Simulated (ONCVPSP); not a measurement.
## Transferability test, ONCV potential for hafnium

- Element: Hf (Z = 72)
- Generator: ONCVPSP 4.0.1
- Type: optimised norm-conserving Vanderbilt (ONCV)
- Functional: LDA (Perdew-Wang 92)
- Relativity: fully relativistic
- Frozen core: [Xe]
- Valence charge: 18
- Reference configuration: 4f14 5d2 6s1.5 (charge +0.5)
- Partial waves: 6s: rc 2.70 bohr, ncon 4, nbas 7, qcut 2.1 1/bohr, 2 projectors, debl 1.2 Ha; p scattering state at 0.24 Ha: rc 3.50 bohr, ncon 4, nbas 7, qcut 2.4 1/bohr, 1 projector; 5d: rc 3.25 bohr, ncon 3, nbas 8, qcut 4.5 1/bohr, 2 projectors, debl 3.2 Ha; 4f: rc 0.95 bohr, ncon 4, nbas 8, qcut 20.7 1/bohr, 2 projectors, debl 3.5 Ha
- Local potential: polynomial inside 0.60 bohr (lpopt 5, dvloc0 1 Ha)
- Core correction: Teter function, fcfact 2.75, rcfact 1.15

Open shells are filled in proportion to 2j + 1.

In the p channel the program set the typed energies aside and used 0.050 Ha (j = l + 1/2; the other j can differ).

Energies are relative to the spin-unpolarised reference configuration 4f14 5d2 6s1.5; without spin polarisation the order of configurations can differ from experiment.

(1) Give the all-electron excitation energy and the error of the potential for: 4f14 5d2 6s2; 4f14 5d2 6s1; 4f14 5d2 6s0; 4f14 5d1 6s2 6p1.

Levels in the configuration 4f14 5d1 6s2 6p1:

```
   level  all-electron (eV)  pseudo (eV)
4f j=7/2            -19.645      -19.960
4f j=5/2            -21.394      -21.707
5d j=5/2             -4.975       -4.932
5d j=3/2             -5.519       -5.466
6s j=1/2             -6.713       -6.723
6p j=3/2             -2.218       -2.224
6p j=1/2             -2.748       -2.750
```

Note: ghosts flagged at negative energy: s at -983.9 eV, s at -210.2 eV, p3/2 at -680.4 eV, p3/2 at -79.3 eV, d5/2 at -59.4 eV and 3 more (a further GHOST(-) flag falls on a real empty level of the atom); GHOST(+) flagged for s at 67.5 eV. A true bound ghost makes a file unfit for plane-wave use.

## Answers

(1)

| valence configuration | charge | ΔE all-electron (eV) | error AE − PS (meV) |
| --- | --- | --- | --- |
| 4f14 5d2 6s2 | 0 | -3.346 | +1.0 |
| 4f14 5d2 6s1 | +1 | 4.846 | +1.5 |
| 4f14 5d2 6s0 | +2 | 19.340 | +24 |
| 4f14 5d1 6s2 6p1 | 0 | -1.289 | +32 |
